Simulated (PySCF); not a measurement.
A GIAO shielding run with PySCF 2.14 (density fitting, non-relativistic, gas phase) on `C=C[C@H](C)C/C=C(\F)N=C`, C8H12FN:

```
$ OMP_NUM_THREADS=1 python probes_run.py task.json out

{"job": {"kind": "nmr", "xc": "PBE0", "basis": "pcSseg-1"}, "charge": 0, "multiplicity": 1}
C     -1.922332     1.459391     1.429477
C     -1.960502     0.341250     0.730512
C     -1.326660     0.153549    -0.614156
C     -2.387962    -0.245064    -1.640863
C     -0.232925    -0.932052    -0.541988
C      0.886268    -0.512383     0.344190
C      2.159265    -0.387357    -0.034515
F      2.514848    -0.686907    -1.328619
N      3.138856     0.017447     0.812374
C      4.342940     0.161921     0.455279
H     -2.397820     1.550054     2.391329
H     -1.411665     2.336649     1.067108
H     -2.478912    -0.527218     1.117169
H     -0.861744     1.093262    -0.928939
H     -3.157196     0.521336    -1.702738
H     -2.859738    -1.183875    -1.358104
H     -1.940423    -0.365801    -2.624607
H      0.141617    -1.137512    -1.545921
H     -0.679252    -1.849134    -0.145345
H      0.653276    -0.259285     1.366449
H      5.049749     0.487137     1.203042
H      4.719902    -0.016021    -0.552668
```

Hardware: 1 thread of an AMD EPYC, shared host. The job also computes population analyses, field gradients.

Question: How large is the calculation?

Answer: 76 electrons, 230 basis functions and 1181 auxiliary functions.

Question: How long does it take, and how much memory does it need?

Answer: 3 min of wall time, with 14 SCF cycles and 5 response iterations; peak memory 1 GiB. Times on a shared host scatter by some tens of per cent.
